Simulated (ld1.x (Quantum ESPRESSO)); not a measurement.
**What one change does to a pseudopotential (hydrogen, TM)**

H, norm-conserving Troullier–Martins (Kleinman–Bylander form), made with ld1.x (Quantum ESPRESSO) 7.5 (BLYP, scalar-relativistic). Core none, reference 1s1. Waves: 2p channel at 0.3 Ry: rc 1.10 bohr; 1s (bound): rc 1.15 bohr. Local part: the s channel. Core correction: none.

Change: type ultrasoft; waves now 1s (bound): rcut 1.00, rcutus 1.15 bohr; 1s channel at 0.9 Ry: rcut 1.00, rcutus 1.15 bohr; 2p channel at 0.3 Ry: rcut 0.95, rcutus 1.10 bohr; local potential all-electron potential smoothed inside 0.95 bohr (lloc = -1); augmentation PSQ, radius 0.80 bohr.

Cutoffs: the cutoffs (Ry, on a coarse ladder) from which the occupation-weighted sum of valence levels, in a spherical-Bessel basis at the reference potential, stays within 10 and 1 mRy of its value at 400 Ry; they do not see the model core or the augmentation charge, which bear on the density cutoff. Errors are all-electron minus pseudo energies relative to the spin-unpolarised reference configuration.

Task: How do hardness, ghosts and transferability respond?

Result: The potential gets softer (21 Ry and 40 Ry → 18 Ry and 30 Ry); neither file shows a bound ghost. Several settings change at once here, so the effects cannot be laid on one of them.

```tsv
quantity	base	changed
cutoff, loose	21 Ry	18 Ry
cutoff, tight	40 Ry	30 Ry
bound ghosts	none	none
error for 1s0.5, meV [ΔE 4.78 eV]	-8.1	-8.3
s: phases at 1.25 bohr within 0.05 rad from the reference energy up to (Ry; the scan ends near 5)	to the end of the scan	to the end of the scan
p: phases at 1.25 bohr within 0.05 rad from the reference energy up to (Ry; the scan ends near 5)	to the end of the scan	to the end of the scan
```
